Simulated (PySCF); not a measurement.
**GdO at UHF-MP2**

Level: UHF-MP2. basis Gd x2c-TZVPall, O x2c-TZVPall; spin-free X2C with a Gaussian nucleus; PySCF 2.14.

For GdO, the state is nonet, about 7.1 electrons in the 4f shell (Mulliken) and the bond length is 3.423 bohr. The harmonic wavenumber is 865 cm⁻¹ and the force constant is 6.41 mdyn/Å. The rotational constant Be is 0.3538 cm⁻¹.

Correlated steps freeze 19 core orbitals. Spin–orbit coupling is left out, which matters for elements this heavy, above all for dissociation energies. The state is the lowest single determinant that the PBE0 search found; with open d or f shells the true ground state can be another one.
